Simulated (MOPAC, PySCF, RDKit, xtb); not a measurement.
Dimer: NH3 (SMILES N) (first 4 atoms) with CH2F2 (SMILES FCF); geometry from B3LYP-D3(BJ)/def2-TZVP, rigid monomers moved along the line of their centres of mass till N1···H8 is 3.29 Å.
(charge 0, multiplicity 1):
```xyz
9

N     -0.009    -0.099    -0.119
H     -1.022    -0.082    -0.172
H      0.319     0.833    -0.349
H      0.321    -0.723    -0.846
F     -1.045    -0.442     4.554
C      0.278    -0.337     4.220
F      0.727     0.882     4.648
H      0.368    -0.386     3.134
H      0.828    -1.112     4.757
```

Counterpoise-corrected where a basis set is named; no monomer relaxation. Rows marked so take none. RDKit's UFF carries no charges.

Rows in 6-31G* carry no dispersion term and start afresh at each structure (6-31G* with six Cartesian d functions). The state that PM7 reach isn't checked; PM7 holds dispersion and hydrogen-bond terms.

Run with MOPAC for PM7 (differences of heats of formation); PySCF for 6-31G* rows; RDKit for the force fields; xtb for the GFN methods. Values without a source in brackets are computed.

Problem. One of these levels gives -95.2 meV for the interaction energy. Name it.
A) UFF
B) GFN1-xTB
C) PM7
D) B3LYP/6-31G* (no counterpoise)

Solution. D, B3LYP/6-31G* (no counterpoise). The others give -11.9 (UFF), -79.9 (PM7), -46.4 (GFN1-xTB)
